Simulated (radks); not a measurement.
Results of a calculation; reference values are marked as such.
Task: These are the eigenvalues of the occupied orbitals of an atom or ion with whole-number occupations (eV). Level of theory: Dirac Kohn-Sham, PBE, spin-unpolarised, spherical densities, finite nucleus; Fermi nuclear charge, rms radius of each element as measured or else 0.836 A^(1/3) + 0.57 fm (a radial shooting solver on a logarithmic mesh with Libxc functionals).

| orbital | eigenvalue |
|---|---|
| 1s1/2 | -46643.06 |
| 2s1/2 | -8935.616 |
| 2p1/2 | -8559.851 |
| 2p3/2 | -7995.067 |
| 3s1/2 | -3062.661 |
| 3p1/2 | -2907.631 |
| 3p3/2 | -2782.942 |
| 3d3/2 | -2527.034 |
| 3d5/2 | -2498.870 |

Which element is it, and in what charge state? The configuration may be excited. Open shells, if any, fill j = l - 1/2 first.

Result: Z = 61, promethium, charge +36: Pm36+ in [Ar] 3d7. The list shows which subshells hold electrons but not how many an open one holds; the 1s level, -1714.1 hartree, gives Z - s = 58.6 by -(Z - s)^2/2, which with screening and relativity narrows Z to a few neighbours, and the depths of the outer levels then fix element, charge and occupations together.
